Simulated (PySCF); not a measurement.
# Mg⁺ (magnesium, charge +1) across methods

[Ne] 3s1, 2S determinant. All numbers are calculated (PySCF 2.14, no relativity, point nucleus, in aug-cc-pVQZ with one added diffuse shell each of s, p, d, f, g type (8s7p5d4f3g, 109 functions)).

```csv
method,E (hartree),mean ε 2p α (eV),mean ε 2p β (eV),mean ε 3s α (eV),Σ⟨r²⟩ (bohr²),⟨S²⟩
UHF,-199.37148,-70.916,-70.758,-14.738,14.00,0.750
PBEsol,-199.2356,-55.872,-55.717,-11.868,13.70,0.750
PBE0,-199.6907,-60.014,-59.848,-12.709,13.73,0.750
BP86,-199.8062,-56.142,-55.996,-12.014,13.62,0.750
r2SCAN,-199.7700,-57.322,-57.198,-12.057,13.70,0.750
PBE,-199.6703,-56.024,-55.854,-11.902,13.71,0.750
LDA,-198.8471,-56.140,-55.988,-11.989,13.61,0.750
```

(1) Estimate the same row for wB97X.

## Answers

(1) E (hartree) = -199.7845; mean ε 2p α (eV) = -62.137; mean ε 2p β (eV) = -62.077; mean ε 3s α (eV) = -14.531; Σ⟨r²⟩ (bohr²) = 13.85; ⟨S²⟩ = 0.750.
